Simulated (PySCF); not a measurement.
# Electron correlation in N⁺ (nitrogen, charge +1)

[He] 2s2 2p2, high-spin 3P determinant. Computed with PySCF 2.14 in aug-cc-pCVTZ-DK (7s6p4d2f, 59 functions), with the spin-free X2C one-electron Hamiltonian (Gaussian nucleus). Frozen: nothing; 6 electrons correlated.

```csv
level,correlation energy (mhartree)
CCSD,-144.55
(T),-1.97
CCSD(T),-146.52
```

Diagnostics: T1 = 0.0055, D1 = 0.0134, largest double amplitude 0.116.

**Question.** Is a single reference adequate?

**Answer.** Mostly. T1 lies below 0.03, but a double amplitude of this size points to a near-degeneracy that CCSD handles and MP2 describes poorly.
